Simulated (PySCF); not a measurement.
**Working out the excitation energy of S(2+)**

S(2+) [Ne] 3s2 3p2 (3P) → S(2+) [Ne] 3s1 3p2 3d1 (high-spin determinant). Calculation: PySCF 2.14, in aug-cc-pwCVDZ (6s5p3d, 36 functions); no relativity, point nucleus. Frozen: [Ne]. Energies in hartree (1 hartree = 27.21139 eV):

```tsv
part	S(2+) (lower)	S(2+) (upper)
UHF	-396.325106	-395.491713
CCSD correlation	-0.078577	-0.054812
(T)	-0.001047	-0.003419
```

Question: What does Hartree-Fock give?

Answer: (-395.491713) − (-396.325106) = 0.833393 hartree = 22.678 eV.

Question: What do CCSD and CCSD(T) give?

Answer: The CCSD correlation energies differ by 0.023765 hartree = 0.647 eV and the triples by -0.002372 hartree = -0.065 eV, so CCSD gives 23.325 eV and CCSD(T) 23.260 eV.

One determinant mixes LS terms, so it does not stand for a single term.

A double-zeta basis recovers only part of the correlation energy.

The coupled-cluster amplitudes are large, so a single reference is strained.
